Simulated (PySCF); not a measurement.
# How methods differ on the interval between two levels of Sn

Sn [Kr] 4d10 5s2 5p2 [3P2, M_J = 2] → Sn [Kr] 4d10 5s1 5p2 6s1 [5P3, M_J = 3], as a difference of total energies. All numbers are calculated (PySCF 2.14, the two-component X2C-1e Hamiltonian, in x2c-SVPall-2c with one added diffuse shell each of s, p type (7s9p4d, 54 functions)). Correlated levels: [Ar] 3d10 frozen; the 6 highest virtual spinors dropped. "Screened" scales the spin-orbit matrix elements by Boettger's factors to mimic the two-electron term; Breit and QED terms are absent.

```csv
method,interval between two levels (cm⁻¹)
GHF (spin-free),66839
GMP2 (spin-free),73377
GHF (screened spin-orbit),67519
GMP2 (screened spin-orbit),73941
```

The labels give the starting determinants; with spin-orbit coupling the two ends relaxed to ⟨J²⟩ = 6.01, ⟨L²⟩ = 2.31, ⟨S²⟩ = 1.88 and ⟨J²⟩ = 12.01, ⟨L²⟩ = 2.05, ⟨S²⟩ = 5.99.

The promoted electron is Rydberg-like, and one or two diffuse shells describe it only roughly, which tends to raise the upper state.
